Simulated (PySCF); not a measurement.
Sn(H)(F)2(Et), SMILES C[CH2][SnH]([F])[F] (C2H6F2Sn) at its PBE0/def2-SVP optimised geometry (Å):

```
11

Sn    -0.7505    -0.9447     0.0000
F      1.1879    -0.9447     0.0000
F     -1.1879     0.9447     0.0000
C     -1.3796    -1.6745     1.9132
C     -2.1011    -0.6154     2.7358
H     -1.2117    -1.5419    -1.5318
H     -2.0010    -2.5682     1.7470
H     -0.4481    -2.0094     2.3963
H     -3.0396    -0.2911     2.2621
H     -2.3533    -1.0103     3.7330
H     -1.4851     0.2842     2.8778
```

Method: PBE0/def2-TZVP, def2 effective core potentials past Kr in PySCF 2.14.0. The core electrons that the potentials of Sn replace are not part of the density.

Map of the deformation density (molecule minus spherical neutral atoms) (e/bohr³) on the plane z = 1.2 Å:

```
|...........................|
|...........................|
|...........................|
|...........................|
|...........................|
|...........................|
|...........................|
|...........................|
|...........................|
|...........................|
|...........................|
|...........................|
|...           .............|
|.              ............|
|.              ............|
|.       ...    ............|
|.     .:-=-.   ............|
|.     .=##*-.  ............|
|..    :+@@#=.  ............|
|..    :=#%*-.  ............|
|..   .-===-:.  ............|
|..   :==:...   ............|
|..   .--.     .............|
|...   ...     .............|
|...         ...............|
|....      .................|
|...... ....................|
```
Scale: ten equal steps from -0.008 (start of ' ') to 0.037 (end of '@'), in the order ' .:-=+*#%@'; x runs from -3.50 to 3.50, y from -3.50 (bottom) to 3.50 (top).
